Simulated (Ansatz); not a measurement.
Sn₂₇H₃₄⁺, a nanocrystal cut from hexagonal tin. Charge 1, multiplicity 2. Geometry r2SCAN-D4/def2-SVP, that of the neutral singlet; atoms count from 1.

```xyz
61

Sn    3.380   -3.147   -2.865
Sn    1.105   -4.171   -1.596
Sn    1.592   -4.922    1.068
Sn   -1.561   -1.585   -4.346
Sn   -0.948   -2.247   -1.677
Sn   -3.230   -3.256   -0.374
Sn    0.091   -3.303    2.800
Sn   -2.555   -4.048    2.237
Sn   -5.255   -1.324   -0.430
Sn    4.254   -0.841   -1.539
Sn    4.984   -1.335    1.129
Sn    1.571    1.722   -4.292
Sn   -1.116    1.139   -4.819
Sn    2.219    1.102   -1.621
Sn   -0.077    0.080   -0.332
Sn    3.254    0.040    2.858
Sn    0.546   -0.558    2.359
Sn   -2.723    2.636   -3.081
Sn   -2.129    2.021   -0.397
Sn   -4.404    0.988    0.899
Sn   -1.088    0.958    4.081
Sn   -3.820    0.524    3.609
Sn    3.077    3.411   -0.260
Sn    3.857    2.733    2.354
Sn    1.037    5.327   -0.314
Sn   -1.246    4.325    0.959
Sn   -0.800    3.718    3.666
H     4.631   -4.330   -2.926
H     2.977   -2.738   -4.490
H     0.559   -5.566   -2.458
H     1.084   -6.555    1.285
H     3.275   -4.869    1.417
H    -0.595   -2.538   -5.407
H    -3.206   -1.983   -4.670
H    -3.762   -4.654   -1.242
H     0.474   -3.682    4.442
H    -2.662   -5.765    2.341
H    -3.671   -3.404    3.376
H    -5.602   -0.928   -2.071
H    -6.703   -1.935    0.275
H     5.630   -0.203   -2.368
H     5.019   -3.025    1.449
H     6.581   -0.740    1.385
H     2.593    0.824   -5.349
H     1.886    3.391   -4.583
H    -1.497    1.526   -6.459
H     3.625   -0.352    4.500
H    -4.388    2.316   -3.386
H    -2.477    4.320   -3.349
H    -5.653    2.180    0.811
H    -0.703    0.563    5.719
H    -4.321   -1.054    4.078
H    -4.715    1.642    4.568
H     4.459    4.035   -1.091
H     5.563    2.936    2.494
H     3.131    3.791    3.500
H     0.649    5.682   -1.956
H     1.555    6.794    0.425
H    -2.504    5.508    0.870
H     0.737    4.298    4.176
H    -1.984    4.530    4.619
```

In the def2 sets Sn takes a core potential; there is no spin–orbit coupling. Single mean-field runs in def2-SVP are fitted with def2-universal-jkfit.

(1) Estimate the Mulliken populations of the heavy atoms from the PBE0/def2-SVP orbitals of Ansatz.

(2) Where does the spin sit?

(3) And the Mayer bond orders between heavy atoms (over 0.3)?

Answers

(1) 
```csv
atom,charge (e),spin (α − β)
Sn1,0.18,0.01
Sn2,0.06,0.02
Sn3,0.15,0.00
Sn4,0.20,0.00
Sn5,-0.16,0.17
Sn6,0.06,0.02
Sn7,0.08,0.07
Sn8,0.15,0.00
Sn9,0.18,0.01
Sn10,0.06,0.01
Sn11,0.15,0.00
Sn12,0.20,-0.01
Sn13,0.03,0.03
Sn14,-0.17,0.06
Sn15,-0.09,0.11
Sn16,0.07,0.02
Sn17,-0.16,0.02
Sn18,0.20,-0.01
Sn19,-0.17,0.06
Sn20,0.06,0.01
Sn21,0.07,0.02
Sn22,0.15,0.00
Sn23,0.07,0.06
Sn24,0.15,0.01
Sn25,0.18,0.01
Sn26,0.07,0.06
Sn27,0.15,0.01
```
Mulliken values depend strongly on the basis.

(2) Summed by element: Sn 0.78, H 0.22, of 1 unpaired in all. Largest on single atoms: Sn5 0.17, Sn15 0.11, Sn7 0.07.

(3) Sn1–Sn2 0.87 (2.80 Å); Sn1–Sn10 0.85 (2.80 Å); Sn2–Sn3 0.86 (2.81 Å); Sn2–Sn5 0.84 (2.81 Å); Sn3–Sn7 0.86 (2.81 Å); Sn4–Sn5 0.85 (2.82 Å); Sn4–Sn13 0.84 (2.80 Å); Sn5–Sn6 0.84 (2.81 Å); Sn5–Sn15 0.74 (2.83 Å); Sn6–Sn8 0.86 (2.81 Å); Sn6–Sn9 0.87 (2.80 Å); Sn7–Sn8 0.86 (2.81 Å); Sn7–Sn17 0.79 (2.82 Å); Sn9–Sn20 0.85 (2.80 Å); Sn10–Sn11 0.85 (2.81 Å); Sn10–Sn14 0.86 (2.81 Å); Sn11–Sn16 0.86 (2.81 Å); Sn12–Sn13 0.86 (2.80 Å); Sn12–Sn14 0.84 (2.82 Å); Sn13–Sn18 0.86 (2.80 Å); Sn14–Sn15 0.85 (2.83 Å); Sn14–Sn23 0.80 (2.81 Å); Sn15–Sn17 0.87 (2.84 Å); Sn15–Sn19 0.85 (2.83 Å); Sn16–Sn17 0.84 (2.82 Å); Sn16–Sn24 0.85 (2.81 Å); Sn17–Sn21 0.84 (2.82 Å); Sn18–Sn19 0.84 (2.82 Å); Sn19–Sn20 0.86 (2.81 Å); Sn19–Sn26 0.80 (2.81 Å); Sn20–Sn22 0.85 (2.81 Å); Sn21–Sn22 0.86 (2.81 Å); Sn21–Sn27 0.85 (2.81 Å); Sn23–Sn24 0.86 (2.81 Å); Sn23–Sn25 0.86 (2.80 Å); Sn25–Sn26 0.86 (2.80 Å); Sn26–Sn27 0.86 (2.81 Å).
